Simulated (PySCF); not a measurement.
Run record: geometry optimisation, `ClC(Cl)(Cl)C(Cl)(Cl)Cl` (hexachloroethane).

Method: PBE0-D3(BJ)/def2-SVP geometry optimisation, gas phase (PySCF 2.14.0). Start geometry: GFN2-xTB. A driver script takes a list of jobs; this job's settings line and coordinates (Å) are shown.

Input:
```
{"job": {"xc": "PBE0", "basis": "def2-SVP", "d3": "d3bj", "grid": 2, "kind": "geom"}, "charge": 0, "multiplicity": 1}
Cl    -1.035996     1.820601    -0.491567
C     -0.715040     0.209407     0.167419
Cl    -1.851941    -0.951272    -0.535919
Cl    -0.920075     0.241605     1.925366
C      0.717251    -0.206995    -0.173458
Cl     1.038326    -1.818347     0.485081
Cl     1.854309     0.953225     0.529997
Cl     0.922222    -0.238812    -1.931485
```

Output:
```
step   0  E = -2835.47491803  max force = 0.018234
step   1  E = -2835.47582612  max force = 0.002017
step   2  E = -2835.47583699  max force = 0.000927
step   3  E = -2835.47584278  max force = 0.000304
optimisation converged
```

Energies in Eh; «max force» is the largest Cartesian gradient component in Eh/bohr.

Problem. Give the first gradient maximum in eV/Å.

Solution. With 1 Eh/bohr = 51.422 eV/Å, 0.938 eV/Å.

Main results: final energy -2835.47584 Eh after 3 steps; dipole 0.00 D.

Hardware: one thread, Arm Neoverse V1 (aarch64), no GPU, shared host with 32 logical CPUs at a one-minute load of 30. Cost: 41 s, 0.72 GiB resident at most.
Labels such as C1 count atoms from 1, the log's own numbers from 0.
